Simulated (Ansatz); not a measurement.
Steps of a relaxation of `C[S][In][CH3]` radical with UKS PBE-D4/def2-SVP.

```sh
$ ansatz run in.yaml --threads 2 --pin off --events-out ev --progress --plain --max-ram 32768MiB --backend cpu
```

```yaml
crystal:
  periodic: [false, false, false]
  atoms:
    - {symbol: C, position_ang: [-0.629000, 1.368600, -0.870400]}
    - {symbol: S, position_ang: [0.990000, 1.604000, -0.205300]}
    - {symbol: In, position_ang: [1.780300, -0.198300, 0.885100]}
    - {symbol: C, position_ang: [0.514600, -1.588400, 0.841700]}
    - {symbol: H, position_ang: [-0.685800, 0.565200, -1.623200]}
    - {symbol: H, position_ang: [-1.388400, 1.215900, -0.058900]}
    - {symbol: H, position_ang: [-0.951500, 2.350900, -1.393600]}
    - {symbol: H, position_ang: [0.609200, -2.581200, 1.302600]}
    - {symbol: H, position_ang: [-0.427600, -1.072200, 1.345800]}
    - {symbol: H, position_ang: [0.271200, -1.715600, -0.220900]}
basis:
  gaussian: {orbitals: def2-SVP}
magnetization: {spin_polarized: true, initial_magnetization: 1}
hamiltonian: {xc: pbe, dispersion: d4}
relax: {f_tol: 0.03, max_steps: 200}
```

Positions (Å) and forces (eV/Å) along the path, 7 of 7 steps:

```xyz
10
step=1 energy=-18166.9505 eV
C    -0.629    1.369   -0.870   -1.937    1.011   -0.480
S     0.990    1.604   -0.205    0.682    3.187   -1.038
In    1.780   -0.198    0.885    5.322    2.337    1.553
C     0.515   -1.588    0.842   -5.719   -3.705    1.007
H    -0.686    0.565   -1.623   -0.114   -0.199   -0.055
H    -1.388    1.216   -0.059    0.173   -0.173   -0.380
H    -0.952    2.351   -1.394    0.477   -1.125    0.535
H     0.609   -2.581    1.303    0.171   -0.152    0.105
H    -0.428   -1.072    1.346    1.259   -0.974   -0.854
H     0.271   -1.716   -0.221   -0.313   -0.206   -0.393
10
step=2 energy=-18168.1893 eV
C    -0.629    1.392   -0.868   -0.882    0.418   -0.305
S     1.027    1.786   -0.266    0.468    0.771   -0.121
In    1.879   -0.147    0.911    1.579    0.916    0.330
C     0.458   -1.639    0.856   -2.237   -0.944    0.230
H    -0.670    0.565   -1.604    0.082   -0.071    0.056
H    -1.371    1.204   -0.058    0.186   -0.069   -0.081
H    -0.975    2.322   -1.400    0.117   -0.437    0.191
H     0.592   -2.627    1.318    0.231   -0.090    0.119
H    -0.447   -1.142    1.330    0.505   -0.397   -0.282
H     0.218   -1.766   -0.217   -0.050   -0.098   -0.137
10
step=3 energy=-18168.4120 eV
C    -0.589    1.421   -0.851   -0.196    0.074   -0.117
S     1.066    1.978   -0.305    0.114    0.244   -0.030
In    1.798   -0.085    0.787    0.977    0.343    0.270
C     0.351   -1.677    0.843   -0.581   -0.265   -0.082
H    -0.520    0.576   -1.565   -0.093    0.030    0.016
H    -1.241    1.141    0.002   -0.002    0.014   -0.093
H    -1.050    2.285   -1.377   -0.052   -0.111    0.023
H     0.669   -2.581    1.390    0.009    0.025    0.045
H    -0.544   -1.205    1.297   -0.070   -0.202    0.043
H     0.144   -1.905   -0.218   -0.106   -0.153   -0.075
10
step=4 energy=-18168.4380 eV
C    -0.616    1.456   -0.876    0.337   -0.230    0.154
S     1.077    1.951   -0.288   -0.147    0.084   -0.106
In    1.946   -0.107    0.837   -0.410    0.148   -0.199
C     0.319   -1.678    0.840    0.429   -0.521   -0.003
H    -0.565    0.629   -1.612   -0.004    0.048    0.035
H    -1.277    1.156   -0.039    0.024    0.025    0.002
H    -1.056    2.338   -1.375    0.011    0.102   -0.013
H     0.749   -2.521    1.431   -0.358    0.138   -0.185
H    -0.605   -1.281    1.293   -0.034    0.133    0.174
H     0.110   -1.994   -0.207    0.154    0.073    0.142
10
step=5 energy=-18168.4819 eV
C    -0.571    1.437   -0.894   -0.092    0.003   -0.036
S     1.109    2.001   -0.390   -0.029   -0.036    0.011
In    1.852   -0.021    0.858   -0.068   -0.131    0.008
C     0.309   -1.690    0.871    0.063    0.031   -0.034
H    -0.531    0.698   -1.721    0.013    0.036    0.058
H    -1.147    1.004   -0.048    0.048    0.054   -0.088
H    -1.118    2.331   -1.260    0.029   -0.054    0.044
H     0.693   -2.583    1.398    0.026    0.054   -0.002
H    -0.595   -1.298    1.377   -0.008    0.016    0.012
H     0.081   -1.930   -0.188    0.019    0.029    0.027
10
step=6 energy=-18168.4853 eV
C    -0.584    1.446   -0.893   -0.026    0.053   -0.030
S     1.094    1.988   -0.363    0.036   -0.031    0.032
In    1.859   -0.054    0.845   -0.019    0.039   -0.027
C     0.320   -1.696    0.867    0.023   -0.035    0.036
H    -0.540    0.688   -1.698   -0.003   -0.008    0.010
H    -1.191    1.057   -0.052    0.004   -0.018    0.004
H    -1.097    2.344   -1.292    0.001   -0.015   -0.002
H     0.707   -2.574    1.414   -0.005   -0.002   -0.009
H    -0.586   -1.296    1.364   -0.006    0.011   -0.009
H     0.100   -1.954   -0.188   -0.006    0.006   -0.005
10
step=7 energy=-18168.4856 eV
C    -0.584    1.448   -0.894   -0.014    0.025   -0.013
S     1.094    1.988   -0.362    0.016   -0.013    0.017
In    1.858   -0.053    0.844   -0.009    0.014   -0.012
C     0.320   -1.697    0.868    0.019   -0.028    0.021
H    -0.539    0.689   -1.698   -0.002   -0.007    0.003
H    -1.190    1.057   -0.054    0.003   -0.010    0.000
H    -1.098    2.345   -1.294    0.000   -0.001   -0.003
H     0.708   -2.578    1.412   -0.004    0.009   -0.010
H    -0.584   -1.297    1.367   -0.005    0.006   -0.005
H     0.099   -1.953   -0.187   -0.004    0.004    0.002
```

Hardware: 2 threads of an AMD EPYC 7R13 on a shared host. Wall time 36 s, peak host memory 0.22 GiB.
